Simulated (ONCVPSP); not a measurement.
# Scattering properties, ONCV potential for praseodymium

* Element: praseodymium
* Generator: ONCVPSP 4.0.1
* Type: optimised norm-conserving Vanderbilt (ONCV)
* Functional: PBEsol
* Relativity: fully relativistic
* Frozen core: [Kr] 4d10
* Valence charge: 13
* Reference configuration: 4f3 5s2 5p6 6s2
* Partial waves: 5s+6s: rc 2.25 bohr, ncon 4, nbas 7, qcut 6.5 1/bohr, 2 projectors; 5p: rc 1.75 bohr, ncon 4, nbas 7, qcut 4.4 1/bohr, 3 projectors, debl 3.2 Ha; d scattering state at 0.06 Ha: rc 2.20 bohr, ncon 4, nbas 8, qcut 4.1 1/bohr, 3 projectors, debl 2.6 Ha; 4f: rc 1.50 bohr, ncon 4, nbas 8, qcut 9.6 1/bohr, 3 projectors, debl 3.3 Ha
* Local potential: polynomial inside 1.30 bohr (lpopt 4, dvloc0 3 Ha)
* Core correction: Teter function, fcfact 2.5, rcfact 1.75

Open shells are filled in proportion to 2j + 1.

In the d channel the program set the typed energies aside and used 0.050, 2.650, 5.250 Ha (j = l + 1/2; the other j can differ).

The phase is arctan(r·R′/R) of the radial function R(r), unwrapped; energies in Ha, scanned from -3 to 5 Ha. A pole is an energy at which the radial function vanishes at the test radius. The pseudo phase is shifted by a multiple of π to meet the all-electron one at the reference energy, and phase errors are pseudo minus all-electron; the curves can meet again beyond the range given. Levels narrower than the energy grid can be missing from the lists of poles.

Question: For each channel, where are the poles, and over which energies does the pseudopotential scatter like the atom?

Answer:

| channel | radius (bohr) | reference energy (Ha) | poles, all-electron | poles, pseudo | unbroken range about the reference energy with phases within 0.05 rad | phase error 1 Ha above the reference energy (rad) |
| --- | --- | --- | --- | --- | --- | --- |
| s | 2.28 | -0.13 | -1.10, 4.10 | -1.10, 3.98 | below 4.9 | -0.001 |
| p3/2 | 1.77 | -0.76 | 1.39 | 1.39 | the whole range | -0.000 |
| p1/2 | 1.77 | -0.86 | 1.03 | 1.03 | the whole range | -0.000 |
| d5/2 | 2.24 | 0.05 | 1.34 | 1.34 | the whole range | -0.000 |
| d3/2 | 2.24 | 0.05 | 1.29 | 1.29 | the whole range | -0.000 |
| f7/2 | 1.53 | -0.04 | 0.56 | 0.56 | the whole range | -0.000 |
| f5/2 | 1.53 | -0.05 | 0.54 | 0.54 | the whole range | -0.000 |

Phases in the d3/2 channel:

```tsv
E (Ha)	all-electron	pseudo
-2.98	1.330	1.329
-2.76	1.316	1.315
-2.54	1.300	1.299
-2.32	1.280	1.280
-2.10	1.257	1.256
-1.88	1.228	1.227
-1.66	1.190	1.189
-1.44	1.139	1.138
-1.22	1.066	1.066
-1.00	0.956	0.956
-0.78	0.773	0.773
-0.56	0.440	0.440
-0.34	-0.121	-0.121
-0.12	-0.699	-0.699
0.10	-1.052	-1.052
0.32	-1.247	-1.247
0.54	-1.366	-1.366
0.76	-1.446	-1.446
0.98	-1.505	-1.505
1.20	-1.553	-1.553
1.42	-1.594	-1.594
1.64	-1.633	-1.633
1.86	-1.672	-1.672
2.08	-1.714	-1.714
2.30	-1.764	-1.764
2.52	-1.827	-1.827
2.74	-1.917	-1.917
2.96	-2.060	-2.060
3.18	-2.328	-2.329
3.40	-2.873	-2.873
3.62	-3.603	-3.603
3.84	-4.051	-4.051
4.06	-4.270	-4.270
4.28	-4.390	-4.390
4.50	-4.465	-4.465
4.72	-4.517	-4.517
4.94	-4.556	-4.556
```
